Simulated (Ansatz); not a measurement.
Reaction (redistribution): `CS[SiH2][SiH3]` + `C=CB(C)BCl` → `C=CB(C)[SiH3]` + `CS[SiH2]BCl`

Computed with Ansatz on PBE0-D4/def2-TZVP structures; ΔE is electronic, products minus reactants. CCSD(T)/CBS adds triple-zeta CCSD(T) − MP2 to the extrapolated MP2 energy (def2 sets, frozen cores). Functionals use def2-TZVPP. B3LYP here is the variant with VWN-RPA as its local correlation; programs differ in this. One conformer a species, not always the lowest.

```tsv
level	ΔE (kcal/mol)	difference from CCSD(T)/CBS
PBE-D4	6.1	0.1
r2SCAN-D4	6.5	0.5
PBE0-D4	6.5	0.5
B3LYP-D4	6.2	0.2
ωB97X-V	6.3	0.3
ωB97M-V	5.9	-0.1
B2PLYP	6.6	0.6
PBE	6.6	0.6
r2SCAN	6.7	0.7
PBE0	6.9	0.9
B3LYP	7.1	1.1
HF/def2-TZVPP	7.7	1.7
MP2/def2-TZVPP	6.1	0.1
SCS-MP2/def2-TZVPP	6.2	0.2
CCSD/def2-TZVPP	6.3	0.3
CCSD(T)/def2-TZVPP	5.9	-0.1
HF/def2-QZVPP	7.8	1.8
MP2/def2-QZVPP	6.2	0.2
SCS-MP2/def2-QZVPP	6.3	0.3
HF/CBS(def2)	7.8	1.8
MP2/CBS(def2)	6.2	0.2
CCSD/CBS(def2)	6.3	0.3
CCSD(T)/CBS	6.0	0
```

Largest T1 diagnostic among the species: 0.012.

The D4 term adds −0.8 kcal/mol with B3LYP and −0.5 kcal/mol with PBE0; it sums over pairs of atoms, weighted by their polarisabilities, and B3LYP, whose exchange is more repulsive, gets the larger term. In def2-TZVPP, CCSD(T) changes the Hartree–Fock value by −1.8 kcal/mol (the triples alone add −0.3 kcal/mol) and MP2 by −1.6 kcal/mol.
